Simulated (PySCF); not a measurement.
**Telling isomers of C$_{6}$H$_{9}$F$_{2}$NO apart by NMR**

All values are calculated (PySCF): shielding tensors at PBE0/pcSseg-1 (GIAO), GFN2-xTB structure. No solvent model, one averaged value for each set of equivalent atoms, one conformer, non-relativistic Hamiltonian.

Chemical shifts δ = σref − σ; 1H, 13C against TMS, all at this level. Splittings of carbon signals by F and P are missing where no couplings were computed. Where no couplings were computed, multiplicities follow the n + 1 count of equivalent neighbours, and m marks all less simple cases (inequivalent or close neighbours, rings, F or P nearby). Acid and N–H amide carbonyl carbons lie up to 10 ppm further downfield in solution (hydrogen bonding). Shifts are as computed. Against solution values, carbons near 30 ppm lie about +3 ppm off and those near 130 ppm about +5 ppm. Of 1211 compounds with measured shifts, 218 miss one by over three times the rms of a fit or turn the order of signals round; such compounds aren't used in these exercises. Groups on amide-type nitrogens are kept apart (slow C–N rotation). OH and NH positions are gas-phase values without hydrogen bonding to other molecules.

(1) Tabulate the signals of `C[C@@H](C(N)=O)C1[C@@H](F)[C@@H]1F`, `O=C1C[C@H](C(F)F)CCN1` and their relative energies.

(2) What is the quickest way to tell C[C@@H](C(N)=O)C1[C@@H](F)[C@@H]1F from O=C1C[C@H](C(F)F)CCN1?

Answers

(1) 
```json
{"SMILES": "C[C@@H](C(N)=O)C1[C@@H](F)[C@@H]1F", "carbon types": "1×C 4×CH 1×CH3", "δC": "177.1, 79.0, 75.5, 38.4, 31.9, 21.4", "δH": "5.85 (m, 1H), 4.89 (m, 1H), 4.81 (br, 1H), 4.38 (br, 1H), 2.38 (m, 1H), 1.50 (d, 3H), 1.27 (m, 1H)", "E rel. (kcal/mol)": "34.4"}
{"SMILES": "O=C1C[C@H](C(F)F)CCN1", "carbon types": "1×C 2×CH 3×CH2", "δC": "167.3, 123.3, 41.5, 40.6, 34.5, 25.8", "δH": "6.06 (m, 1H), 4.67 (br, 1H), 3.62 (m, 1H), 3.43 (m, 1H), 2.48 (m, 1H), 2.41 (m, 1H), 2.31 (m, 1H), 2.14 (m, 1H), 1.75 (m, 1H)", "E rel. (kcal/mol)": "0.0"}
```

Energies are electronic energies at PBE0/pcSseg-1 on these geometries, without zero-point or thermal terms, each for the one conformer computed, which needn't be the lowest.

(2) Both give the same number of carbon signals, but DEPT or the intensities differ. The first has a methyl carbon (CH3) at 21.4 ppm, the second an sp3 CH2 bonded to N at 41.5 ppm. Their most deshielded carbons lie at 177.1 and 167.3 ppm.
